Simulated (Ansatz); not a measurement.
`[CH3][AlH][CH2][GaH2]` → `[AlH2][CH2][GaH2]` + `[CH2]` (triplet)  (formal loss of a carbene)

Isolated molecules relaxed with PBE0-D4/def2-TZVP in Ansatz; ΔE leaves out vibrations. CCSD(T)/CBS adds triple-zeta CCSD(T) − MP2 to the extrapolated MP2 energy (def2 sets, frozen cores). This one scheme is used for every species. Functionals use def2-TZVPP. Triplets are unrestricted, without spin–orbit coupling. For Ga outer-core shells are correlated without core-valence functions, which leaves a few kJ/mol of doubt a bond. Scalar relativity is left out up to krypton. Each species was taken in one conformer, which may not be the lowest.

Task: Is it downhill or uphill in electronic energy at CCSD(T)/CBS, and by how much? (An estimate is asked.)

Result: Ansatz gave: Uphill: ΔE = +4.98 eV.

Task: What do these levels give: LDA (SPW92), PBE-D4, r2SCAN-D4, B97M-V, PBE0-D4, r2SCAN0-D4, BHLYP-D4, CAM-B3LYP, CCSD/def2-SVP, HF/def2-TZVPP, SCS-MP2/def2-TZVPP, MP2/def2-QZVPP? (An estimate is asked.)

Result: The calculation gave: LDA (SPW92) 5.72, PBE-D4 5.06, r2SCAN-D4 4.78, B97M-V 4.91, PBE0-D4 4.96, r2SCAN0-D4 4.73, BHLYP-D4 4.76, CAM-B3LYP 4.88, CCSD/def2-SVP 4.59, HF/def2-TZVPP 3.37, SCS-MP2/def2-TZVPP 4.97, MP2/def2-QZVPP 5.08 eV.

Largest T1 diagnostic among the species: 0.012.

From BLYP to BHLYP (50 % exact exchange), in def2-TZVPP and without D4, ΔE moves by −0.09 eV. In def2-TZVPP, CCSD(T) changes the Hartree–Fock value by +1.48 eV (the triples alone add +0.12 eV) and MP2 by +1.63 eV. Leaving LDA and LC-ωPBE aside and taking each functional with its dispersion term where it has one, the values, not all of them listed here, spread over 0.33 eV, from r2SCAN0-D4 to ωB97X-V. LDA lies +0.72 eV from PBE without D4.
